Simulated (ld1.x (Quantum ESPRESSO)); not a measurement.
## PBEsol PAW dataset for rhenium (Re), scalar-relativistic all-electron reference.

```
Element                 : rhenium
Generator               : ld1.x (Quantum ESPRESSO) 7.5
Type                    : PAW
Functional              : PBEsol
Relativity              : scalar-relativistic
Frozen core             : [Xe] 4f14
Valence charge          : 7
Reference configuration : 5d5 6s2 6p0
Partial waves           : 6s (bound): rcut 1.60, rcutus 2.10 bohr; 6s channel at 0.05 Ry: rcut 1.60, rcutus 2.10 bohr; 6p (bound, empty): rcut 3.40, rcutus 4.00 bohr; 6p channel at 4.5 Ry: rcut 3.40, rcutus 4.00 bohr; 5d (bound): rcut 1.40, rcutus 1.85 bohr; 5d channel at 1.5 Ry: rcut 1.40, rcutus 1.85 bohr
Local potential         : all-electron potential smoothed inside 3.00 bohr (lloc = -2)
Core correction         : Bessel-smoothed model core inside 1.40 bohr
Augmentation charge     : PSQ, radius 1.55 bohr
```

(1) Is a potential produced?

## Answers

(1) No. ld1.x (Quantum ESPRESSO) 7.5 stopped with "new_paw_hamiltonian: negative rho": the pseudo-density turned negative during the self-consistent test, most likely because a state had been found with a wrong node count and its wave set to zero before. Before that it printed "Warning: n=1, l=0 expected 0 nodes, found 1".
